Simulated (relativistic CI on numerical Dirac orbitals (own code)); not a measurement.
## Slater and spin-orbit integrals, Bi⁵⁸⁺

Computed by Dirac-Coulomb-Breit CI, KLI orbitals optimised for each configuration, QED by a radiative potential, unscaled Slater integrals (own radial code, finite nucleus).

Slater integrals F^k, G^k are unscaled and averaged over j, outside the closed core [Ne]; ζ comes from projecting the Hamiltonian with its Breit term on Σ l·s of the shell.

- 3s2 3p6 3d7: F^2(3d,3d) = 684500, F^4(3d,3d) = 442000, ζ(3d) = 386400 cm⁻¹; <r>(3d) = 0.1491, <r^2>(3d) = 0.02578 (bohr units).
- 3s2 3p5 3d8: ζ(3p) = 3.0157e+06, F^2(3d,3d) = 683670, F^4(3d,3d) = 441430, F^2(3p,3d) = 594430, G^1(3p,3d) = 633980, G^3(3p,3d) = 422320, ζ(3d) = 383810 cm⁻¹; <r>(3p) = 0.1653, <r^2>(3p) = 0.03177, <r>(3d) = 0.1493, <r^2>(3d) = 0.02583 (bohr units).
- 3s2 3p4 3d9: F^2(3p,3p) = 587810, ζ(3p) = 3.0145e+06, F^2(3p,3d) = 594040, G^1(3p,3d) = 634000, G^3(3p,3d) = 422200, ζ(3d) = 381240 cm⁻¹; <r>(3p) = 0.1654, <r^2>(3p) = 0.03181, <r>(3d) = 0.1494, <r^2>(3d) = 0.02589 (bohr units).

(1) Give the Racah parameters of the d shell in 3s2 3p6 3d7.

Averages of the first 10 configurations, taken without configuration mixing, which lowers the lowest level and can move excited configurations by several eV; other configurations of the list can lie among them:

| Configuration | Parity | States | Average energy above the lowest level (eV) |
| --- | --- | --- | --- |
| 3s2 3p6 3d7 | even | 120 | 158.0 |
| 3s2 3p5 3d8 | odd | 270 | 834.9 |
| 3s2 3p4 3d9 | even | 150 | 1521.3 |
| 3s 3p6 3d8 | even | 90 | 1492.6 |
| 3p6 3d9 | even | 10 | 2840.0 |
| 3s 3p5 3d9 | odd | 120 | 2167.5 |
| 3s2 3p6 3d6 4s | even | 420 | 2494.8 |
| 3s2 3p6 3d6 4p | odd | 1260 | 2744.9 |
| 3s2 3p4 3d8 4s | even | 1350 | 3836.0 |
| 3s2 3p6 3d6 4d | even | 2100 | 3004.2 |

Answers

(1) B = F²/49 − 5F⁴/441 = 8958 cm⁻¹ and C = 35F⁴/441 = 35079 cm⁻¹.
